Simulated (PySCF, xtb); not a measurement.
Si(CF3)(H)2(OH) (CH3F3OSi), SMILES C(F)(F)([SiH2]O)F. The values are those of a single conformer.

Harmonic wavenumbers (cm⁻¹) from GFN2-xTB (xtb 6.7.1) at its own minimum, in rising order: 28, 122, 190, 226, 270, 386, 446, 462, 540, 577, 651, 712, 742, 759, 945, 1007, 1035, 1149, 2327, 2404, 3621.

### Question
What does PBE0-D3(BJ)/def2-SVP in PySCF give at its own minimum? (Estimate from the structure and the level; the computed values follow.)

### Answer
64, 119, 204, 247, 298, 421, 506, 537, 620, 718, 754, 827, 890, 915, 958, 1175, 1194, 1272, 2253, 2307, 3933. Paired by order, the mean absolute difference is 93 cm⁻¹ and the zero-point energies are 26.6 and 28.9 kcal/mol.
